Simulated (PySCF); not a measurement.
Question: Write Cartesian coordinates for InChI=1S/C3H8O2Si/c4-2-1-3-5-6/h1,3-4H,2H2,6H3/b3-1- as optimised with PBE0-D3(BJ)/def2-SVP.

Answer: 
```
atom  x, y, z in Å
O1    -2.9954    0.2474    0.6352
C2    -1.9859    0.1981   -0.3450
C3    -1.0230   -0.9212   -0.1114
C4     0.3049   -0.7895   -0.0282
O5     0.9374    0.3972   -0.1870
Si6    2.5860    0.6595   -0.0192
H7    -2.5576    0.3317    1.4888
H8    -2.5082    0.0494   -1.3051
H9    -1.4316    1.1515   -0.4261
H10   -1.4422   -1.9217    0.0294
H11    0.9462   -1.6602    0.1676
H12    3.0325    0.2726    1.3532
H13    2.7862    2.1125   -0.2500
H14    3.3430   -0.1489   -1.0212
```

Orientation and origin are arbitrary. Atoms count from 1 in this order. Of the pairs four or more bonds apart, O5···H9 is among the closest relative to their van der Waals radii: 2.50 Å, 92 % of the sum of Bondi's values. The 2 C–C bonds span 1.337 Å (C3=C4, drawn double) to 1.495 Å (C2–C3, drawn single), a spread of 0.158 Å. O5 (silyl ether oxygen) is bent (angle 125.7°). Si6 (oxygen-bound silicon) is distorted tetrahedral (angles from 105.7° to 110.9°).

Bonds between heavy atoms (Å): O1–C2 1.408, C2–C3 1.495, C3=C4 1.337, C4–O5 1.354, O5–Si6 1.678.

Method used: PBE0-D3(BJ)/def2-SVP geometry optimisation, gas phase (PySCF).

Point group: C1 (no symmetry element, even within 0.4 Å). No frequency check. One conformer, not necessarily the lowest (H–O1–C2–C3 57°, O1–C2–C3–C4 -126°, C3–C4–O5–Si6 177°).

Time: 55 s of wall time; peak memory 0.52 GiB. Hardware: one thread of an Arm Neoverse V1, shared host. These figures are those of the optimisation.
